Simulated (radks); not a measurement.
Q: Pr+, 58 electrons, occupied as [Xe] 4f3 6s1. All-electron calculation, scalar-relativistic Kohn-Sham, exchange-only B88, spin-polarised, spherical densities, finite nucleus; open shells are filled with parallel spins first (spin-orbit coupling, left out, can overturn this in heavy ions); Fermi nuclear charge, rms radius 4.8919 fm. Program: a radial shooting solver on a logarithmic mesh with Libxc functionals. Some entries of the table are withheld. Estimate them.

orbital  occ.  eigenvalue (hartree)  <r> (bohr)  r(max) (bohr)
1s up       1             -1536.936     0.02409        0.01541
1s down     1             -1536.936     0.02409        0.01541
2s up       1             -247.3954      0.1031        0.08725
2s down     1             -247.3952      0.1031        0.08725
2p up       3             -221.4073     0.09054        0.07027
2p down     3             -221.4071     0.09054        0.07027
3s up       1             -53.50054      0.2724         0.2491
3s down     1             -53.47294      0.2723         0.2491
3p up       3             -45.26851      0.2705         0.2439
3p down     3             -45.24104      0.2704         0.2438
3d up       5             -33.70061      0.2476         0.2005
3d down     5             -33.67927      0.2474         0.2004
4s up       1             -10.79303      0.6227         0.5790
4s down     1             -10.71165      0.6224         0.5787
4p up       3              -8.10443      0.6597         0.6045
4p down     3              -8.02182      0.6593         0.6041
4d up       5              -4.25950      0.7278         0.6357
4d down     5              -4.17524      0.7275         0.6352
5s up       1              -1.63302       1.504          1.349
5s down     1              -1.57132       1.514          1.357
5p up       3              -0.98428       1.764          1.530
5p down     3              -0.93234       1.774          1.542
6s up       1              -0.29850       4.094          3.634
5d up       0              -0.25901       2.999          2.254
4f up       3              -0.24645         (1)         0.6930
5d down     0              -0.20911       2.947          2.231
6p up       0              -0.19291       5.129          4.532
4f down     0              -0.17017         (2)         0.6931

A: 
(1) 4f up <r> (bohr): 1.178
(2) 4f down <r> (bohr): 1.218
